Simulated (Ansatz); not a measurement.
System: HgH, charge 0, multiplicity 2. The spin state was set by rule; other spins were not relaxed. 
Structure (B3LYP-D3(BJ)/def2-TZVP (Ansatz, an electronic-structure program) minimum search):
```
Hg
H 1 1.7968
```
Charge 0, spin multiplicity 2.

Task: Give the harmonic wavenumbers at B3LYP-D3(BJ)/def2-TZVP (Ansatz, finite differences of forces, unscaled).

Result: 1223 cm⁻¹. Zero-point energy 1.7 kcal/mol.

Task: From these and the geometry, give the ideal-gas thermochemistry at 298.15 K and 1 atm (rigid rotor, harmonic oscillator).

Result: Point group C∞v, rotational symmetry number 1. Rotational constants 156.1, 156.1 GHz. S(trans) 41.81, S(rot) 9.31, S(vib) 0.04, S(elec, spin only) 1.38, S 52.5 cal/(mol K). H(298) - H(0) 2.08 kcal/mol; G - E(el) -11.8 kcal/mol.
